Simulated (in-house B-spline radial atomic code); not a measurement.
Orbital energies and mean radii along the 13-electron series, configuration 1s2 2s2 2p6 3s2 3p1/2(1). The effective charge is n√(-2ε), a non-relativistic measure. Computed with an all-electron radial atomic-structure program (B-spline basis): Dirac-Hartree-Fock, jj configuration that fills j = l - 1/2 first, finite nuclei.

| ion | Z | energy of 2p3/2 (Eh) | mean radius of 2p3/2 (bohr) | energy of 3s1/2 (Eh) | mean radius of 3s1/2 (bohr) | energy of 2p1/2 (Eh) | mean radius of 2p1/2 (bohr) | energy of 1s1/2 (Eh) | mean radius of 1s1/2 (bohr) | effective charge of 2p3/2 |
| --- | --- | --- | --- | --- | --- | --- | --- | --- | --- | --- |
| Rh32+ | 45 | -174.19 | 0.12279 | -73.252 | 0.34136 | -179.85 | 0.11815 | -923.42 | 0.032599 | 37.33 |
| Pd33+ | 46 | -183.71 | 0.11977 | -77.515 | 0.33222 | -189.94 | 0.11504 | -968.61 | 0.031825 | 38.336 |
| Ag34+ | 47 | -193.48 | 0.1169 | -81.905 | 0.32352 | -200.33 | 0.11208 | -1014.99 | 0.031083 | 39.343 |
| Cd35+ | 48 | -203.51 | 0.11416 | -86.423 | 0.31523 | -211.01 | 0.10924 | -1062.56 | 0.030371 | 40.35 |
| In36+ | 49 | -213.8 | 0.11154 | -91.071 | 0.30733 | -222.01 | 0.10653 | -1111.33 | 0.029687 | 41.357 |
| Sn37+ | 50 | -224.34 | 0.10904 | -95.85 | 0.29978 | -233.31 | 0.10393 | -1161.3 | 0.029029 | 42.364 |
| Sb38+ | 51 | -235.14 | 0.10664 | -100.76 | 0.29256 | -244.92 | 0.10144 | -1212.5 | 0.028396 | 43.372 |
| Te39+ | 52 | -246.2 | 0.10434 | -105.8 | 0.28565 | -256.84 | 0.099045 | -1264.92 | 0.027787 | 44.38 |
| I40+ | 53 | -257.51 | 0.10214 | -110.98 | 0.27903 | -269.08 | 0.096744 | -1318.59 | 0.027199 | 45.388 |
| Xe41+ | 54 | -269.08 | 0.10003 | -116.29 | 0.27269 | -281.65 | 0.094531 | -1373.52 | 0.026633 | 46.397 |
| Cs42+ | 55 | -280.91 | 0.097993 | -121.74 | 0.26659 | -294.53 | 0.0924 | -1429.71 | 0.026085 | 47.405 |
| Ba43+ | 56 | -293 | 0.096039 | -127.32 | 0.26073 | -307.75 | 0.090346 | -1487.18 | 0.025557 | 48.415 |
| La44+ | 57 | -305.34 | 0.094158 | -133.05 | 0.2551 | -321.29 | 0.088366 | -1545.94 | 0.025046 | 49.424 |
| Ce45+ | 58 | -317.95 | 0.092347 | -138.91 | 0.24968 | -335.17 | 0.086454 | -1606 | 0.024551 | 50.434 |
| Pr46+ | 59 | -330.82 | 0.090602 | -144.91 | 0.24445 | -349.4 | 0.084607 | -1667.39 | 0.024072 | 51.444 |
| Nd47+ | 60 | -343.94 | 0.088918 | -151.06 | 0.23941 | -363.96 | 0.082821 | -1730.11 | 0.023608 | 52.455 |
| Pm48+ | 61 | -357.33 | 0.087293 | -157.35 | 0.23455 | -378.88 | 0.081094 | -1794.17 | 0.023159 | 53.466 |
| Sm49+ | 62 | -370.98 | 0.085724 | -163.79 | 0.22985 | -394.15 | 0.079421 | -1859.6 | 0.022722 | 54.478 |
| Eu50+ | 63 | -384.89 | 0.084208 | -170.38 | 0.22532 | -409.77 | 0.077801 | -1926.41 | 0.022299 | 55.49 |
| Gd51+ | 64 | -399.06 | 0.082742 | -177.11 | 0.22093 | -425.76 | 0.076229 | -1994.61 | 0.021888 | 56.502 |
| Tb52+ | 65 | -413.5 | 0.081324 | -184 | 0.21668 | -442.12 | 0.074705 | -2064.25 | 0.021488 | 57.515 |
| Dy53+ | 66 | -428.19 | 0.079951 | -191.03 | 0.21257 | -458.85 | 0.073226 | -2135.28 | 0.021099 | 58.528 |

How does the screening of 2p3/2 change?

Z less the effective charge goes from 7.67 at Z = 45 to 7.47 at Z = 66.
